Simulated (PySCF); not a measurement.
Computed IR spectrum (relative IR intensity) of a molecule C₃HF₄, multiplicity 2. Geometry optimised at B3LYP-D3(BJ)/def2-SVP. One conformer was computed; it need not be the lowest. The numbers are results of B3LYP-D3(BJ)/def2-SVP run with PySCF, not measurements. Frequencies are harmonic and unscaled.

Lines under 2 % of the strongest are left out, and lines within 2 cm⁻¹ are merged.

ν (cm⁻¹): 631 (vw), 674 (w), 681 (w), 735 (m), 819 (vw), 1150 (s), 1211 (vs), 1243 (vs), 1342 (s), 1736 (w), 3323 (w) (against the strongest line: vs over 80 %, s over 45 %, m over 15 %, w over 4 %, vw less)

Which structure fits?
A) F/[C]=C/C(F)(F)F
B) F/C=[C]/C(F)(F)F
C) [CH]=C(F)C(F)(F)F

C, [CH]=C(F)C(F)(F)F
